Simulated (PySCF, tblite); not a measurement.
Isomers of CH7NO4Si2, one GFN2-xTB conformer each. Single-point energies are computed at PBE0/pcSseg-1 (PySCF, gas phase, no added dispersion term), electronic only.

Question: Rank them by PBE0/pcSseg-1 energy, lowest first (kJ/mol).
A. `[NH2:1][C:2](=[O:3])[SiH2:4][O:5][SiH:6]([OH:7])[OH:8]` with H–N1–C2–O3 0° and 180°, N1–C2–Si4–O5 178°, C2–Si4–O5–Si6 -1°, Si4–O5–Si6–O7 143°, O5–Si6–O7–H -82°
B. `[O:1]=[CH:2][NH:3][SiH2:4][O:5][SiH:6]([OH:7])[OH:8]` with O1–C2–N3–Si4 2°, C2–N3–Si4–O5 -59°, N3–Si4–O5–Si6 72°, Si4–O5–Si6–O7 -49°, O5–Si6–O7–H 36°

Answer: B (0.0), A (66.6).

As drawn, the higher has an Si–C bond, which the lower lacks. GFN2-xTB itself gives, in the same order: 0.0, 103.3. Both levels put the same isomer lowest.

Which frontier levels, dipoles and rotational constants go with these structures?

```json
{"SMILES": "O=CN[SiH2]O[SiH](O)O", "HOMO (eV, PBE0/pcSseg-1)": "-8.29", "LUMO (eV)": "-0.38", "dipole (D)": "5.03", "A, B, C (MHz)": "2381, 1002, 774.6"}
{"SMILES": "NC(=O)[SiH2]O[SiH](O)O", "HOMO (eV, PBE0/pcSseg-1)": "-7.64", "LUMO (eV)": "-0.52", "dipole (D)": "5.62", "A, B, C (MHz)": "2994, 843.8, 687.7"}
```

What happens when harmonic zero-point energies from GFN2-xTB frequencies are added?

```json
{"SMILES": "O=CN[SiH2]O[SiH](O)O", "ZPE (kJ/mol)": "244.4", "electronic (kJ/mol)": "0.0", "with ZPE (kJ/mol)": "0.0"}
{"SMILES": "NC(=O)[SiH2]O[SiH](O)O", "ZPE (kJ/mol)": "242.3", "electronic (kJ/mol)": "66.6", "with ZPE (kJ/mol)": "64.5"}
```

The zero-point energies span 2.1 kJ/mol. The order is unchanged.
